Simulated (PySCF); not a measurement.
A calculated (MN15, PySCF 2.14, aug-cc-pVDZ-DK, the spin-free X2C one-electron Hamiltonian (Gaussian nucleus)) atom or ion has these occupied shells.

| shell | electrons | orbital energy (eV) | rms radius, mean of both spins (bohr) |
| --- | --- | --- | --- |
| 1s β | 1 | -7609.2 | 0.0649 |
| 1s α | 1 | -7609.1 | 0.0649 |
| 2s α | 1 | -918.11 | 0.280 |
| 2s β | 1 | -917.46 | 0.280 |
| 2p α | 3 | -801.95 | 0.249 |
| 2p β | 3 | -800.92 | 0.249 |
| 3s α | 1 | -131.18 | 0.837 |
| 3s β | 1 | -128.65 | 0.837 |
| 3p α | 3 | -97.279 | 0.879 |
| 3p β | 3 | -93.527 | 0.879 |
| 3d α | 5 | -39.046 | 1.07 |
| 3d β | 1 | -34.612 | 1.07 |
| 4s α | 1 | -24.991 | 2.52 |

Question: Name the element and its charge.

Answer: Co²⁺ (cobalt, charge +2), in [Ar] 3d6 4s1, high-spin 6D determinant (an excited configuration).
